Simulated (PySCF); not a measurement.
Correlation energy of Cl⁺ (chlorine, charge +1)

[Ne] 3s1 3p5, high-spin 3P determinant (an excited configuration). All numbers are calculated (PySCF 2.14, no relativity, point nucleus, in aug-cc-pV(T+d)Z with one added diffuse shell each of s, p, d, f type (7s6p5d3f, 71 functions)). Frozen: [Ne]; 6 electrons correlated.

MP2 pair energies summed by pair of shells (mhartree):

| pair | energy | share (%) |
| --- | --- | --- |
| 3p-3p | -156.38 | 89.7 |
| 3s-3p | -18.01 | 10.3 |

Total MP2 correlation energy: -174.39 mhartree.

Same-spin part -33.17 and opposite-spin part -141.22 mhartree; SCS-MP2 scales them by 1/3 and 6/5 to -180.52 mhartree.
